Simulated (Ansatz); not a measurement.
## Relaxing a trial structure of CH4CuFNSi+

The starting geometry of this gas-phase singlet was optimised with GFN2-xTB.

```yaml
atoms:
  - { symbol: C, position_ang: [0.6576, -0.9826, -0.4206] }
  - { symbol: Cu, position_ang: [1.3047, 3.1988, 2.2987] }
  - { symbol: F, position_ang: [2.5984, 0.2329, 1.3237] }
  - { symbol: N, position_ang: [0.3591, 0.3343, 0.1671] }
  - { symbol: Si, position_ang: [1.3421, 1.2319, 1.2068] }
  - { symbol: H, position_ang: [-0.1854, -1.3099, -1.0196] }
  - { symbol: H, position_ang: [1.5420, -0.9265, -1.0522] }
  - { symbol: H, position_ang: [0.8439, -1.7153, 0.3620] }
  - { symbol: H, position_ang: [-0.5432, 0.6817, -0.1299] }
```

**Question.** Predict what it relaxes into with B3LYP/6-31G*.

**Answer.** It keeps its bonds.

The energy falls by 0.37 eV over 18 steps:

```json
{"step": "1", "E − E(last) (eV)": "0.368"}
{"step": "3", "E − E(last) (eV)": "0.074"}
{"step": "5", "E − E(last) (eV)": "0.057"}
{"step": "7", "E − E(last) (eV)": "0.054"}
{"step": "9", "E − E(last) (eV)": "0.047"}
{"step": "10", "E − E(last) (eV)": "0.028"}
{"step": "12", "E − E(last) (eV)": "0.004"}
{"step": "14", "E − E(last) (eV)": "0.001"}
{"step": "16", "E − E(last) (eV)": "0.000"}
{"step": "18", "E − E(last) (eV)": "0.000"}
```

Final geometry (Å):

```yaml
atoms:
  - { symbol: C, position_ang: [0.6526, -0.9661, -0.4668] }
  - { symbol: Cu, position_ang: [1.1712, 3.0335, 2.1049] }
  - { symbol: F, position_ang: [2.3958, 0.1096, 1.9170] }
  - { symbol: N, position_ang: [0.5039, 0.4037, 0.0699] }
  - { symbol: Si, position_ang: [1.3340, 1.1383, 1.3174] }
  - { symbol: H, position_ang: [-0.2916, -1.5081, -0.3643] }
  - { symbol: H, position_ang: [0.9347, -0.9213, -1.5224] }
  - { symbol: H, position_ang: [1.4290, -1.4936, 0.0881] }
  - { symbol: H, position_ang: [-0.2104, 0.9494, -0.4078] }
```

No frequencies were run, so the end isn't proven a minimum. Run with Ansatz 0.2.0, 67 s on 2 threads of Arm Neoverse V1, with other jobs on the host.
